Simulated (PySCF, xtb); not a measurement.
boron monoxide dimer (B2O2), SMILES O=BB=O.

Coordinates come from a PBE0-D3(BJ)/def2-TZVP optimisation. Other conformers were not sampled.

These are C-PCM-M06-2X/def2-SVP run with PySCF values and carry that method's errors.

The values are the electrostatic part of the solvation free energy, E(continuum) − E(gas) at the gas-phase geometry, in a cavity of scaled van der Waals radii (PySCF's table); cavitation and dispersion terms are not included. In vacuum the orbital gap is 11.30 eV. The dipole moment in vacuum is 0.00 D.

Computed values in water (ε = 78.36), methanol (ε = 32.61), benzene (ε = 2.27):
| solvent | ε | ΔG(elec) (kcal/mol) | dipole (D) | gap (eV) |
|---|---|---|---|---|
| water | 78.36 | -5.1 | 0.00 | 11.52 |
| methanol | 32.61 | -5.0 | 0.00 | 11.52 |
| benzene | 2.27 | -2.8 | 0.00 | 11.42 |

For comparison, GFN2-xTB/ALPB(water) (xtb, at the GFN2-xTB geometry, all terms of that model) gives -1.3 kcal/mol.
